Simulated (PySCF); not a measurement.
Electric field gradients and quadrupole coupling constants

Compound: C6H11PS.
Geometry (GFN2-xTB, Å), atoms numbered from 1 in this order:
```xyz
19
C6H11PS angstrom
C      4.0852   -0.2503   -0.0270
S      3.2806   -0.9956    1.4160
C      1.6067   -0.3429    1.1631
P      0.7942   -1.0018   -0.4219
C     -0.6969   -0.3682   -0.2089
C     -1.9254    0.0667   -0.1712
C     -2.3226    1.3958   -0.7498
C     -3.0277   -0.7139    0.4882
H      4.0464    0.8330    0.0553
H      5.1157   -0.5888   -0.0274
H      3.5797   -0.5845   -0.9307
H      1.0266   -0.6585    2.0295
H      1.6585    0.7472    1.1374
H     -3.0889    1.2506   -1.5105
H     -1.4698    1.8977   -1.1998
H     -2.7392    2.0327    0.0304
H     -3.8181   -0.9173   -0.2339
H     -3.4583   -0.1352    1.3052
H     -2.6563   -1.6577    0.8789
```

Field gradients from the PBE0/pcSseg-1 density (PySCF, non-relativistic), principal values in atomic units, ordered |Vxx| ≤ |Vyy| ≤ |Vzz|:

| atom | Vxx | Vyy | Vzz |
| --- | --- | --- | --- |
| S2 | 0.6463 | 2.4817 | -3.1280 |

Q: Find the asymmetry η = (Vxx − Vyy)/Vzz and the couplings χ = eQV/h (234.96 MHz × Q in barn × V in au), with Q(33S) = −0.0678 b.

A: 
| atom | environment | nucleus | η | χzz (MHz) | χxx (MHz) | χyy (MHz) |
| --- | --- | --- | --- | --- | --- | --- |
| S2 | sulfide sulfur | 33S | 0.59 | 49.83 | -10.30 | -39.54 |

Q: What is Vzz at S2 in SI units (1 au = 9.71736 × 10²¹ V/m²)?

A: -3.1280 au = -30.396 × 10²¹ V/m².

Were the hydrogens deuterons (Q(2H) = 0.00286 b), χzz would run from 206 kHz (H13) to 214 kHz (H10).

Geometry: GFN2-xTB, one conformer, isolated molecule. GFN2-xTB bond lengths can be off by several hundredths of an ångström, more for odd bonds, and the gradients follow them. With so small a basis the couplings can be 20 % off.
